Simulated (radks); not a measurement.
All-electron atom: Rb V in [Ar] 3d10 4s2 4p3 (the NIST ground configuration).

All-electron calculation, scalar-relativistic Kohn-Sham, PBE, spin-unpolarised, spherical densities, finite nucleus; Fermi nuclear charge, rms radius 4.2036 fm. Program: a radial shooting solver on a logarithmic mesh with Libxc functionals.

Energy parts (eV):
total: -80996.250
kinetic: 82957.285
electron-nucleus: -193502.953
Hartree: 32245.568
exchange-correlation: -2696.150

Orbitals (lengths in bohr, moments of r in powers of bohr):
orbital,occ.,eigenvalue (eV),<1/r>
1s,2,-15087.56,37.88
2s,2,-2061.398,8.433
2p,6,-1833.550,8.241
3s,2,-350.4062,2.811
3p,6,-277.2625,2.658
3d,10,-156.2656,2.398
4s,2,-78.4978,0.9856
4p,3,-60.5352,0.8725

The highest occupied level is 4p at -60.535 eV. The density falls to 0.001 e/bohr^3 at r = 3.03 bohr.
